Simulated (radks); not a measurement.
Problem. The mean radii <r> (bohr) of the occupied orbitals of an atom or ion are listed with their occupations. All-electron calculation, scalar-relativistic Kohn-Sham, PBE, spin-polarised, spherical densities, finite nucleus; Fermi nuclear charge, rms radius of each element as measured or else 0.836 A^(1/3) + 0.57 fm. Program: a radial shooting solver on a logarithmic mesh with Libxc functionals.

| orbital | occ. | <r> |
|---|---|---|
| 1s up | 1 | 0.1764 |
| 1s down | 1 | 0.1762 |
| 2s up | 1 | 0.9984 |
| 2s down | 1 | 1.010 |
| 2p up | 3 | 1.089 |
| 2p down | 2 | 1.127 |

Name the element and its charge. Open shells, if any, are filled with parallel spins first.

Solution. Z = 9, fluorine, charge 0: F in [He] 2s2 2p5. The 1s radius gives Z: for a bare nucleus <r> = (2 gamma + 1)/(2Z) with gamma = sqrt(1 - (Z/c)^2), 0.1664 bohr for Z = 9, and screening makes it slightly larger (0.1764 here). The occupations add up to 9, and the charge is Z minus that.
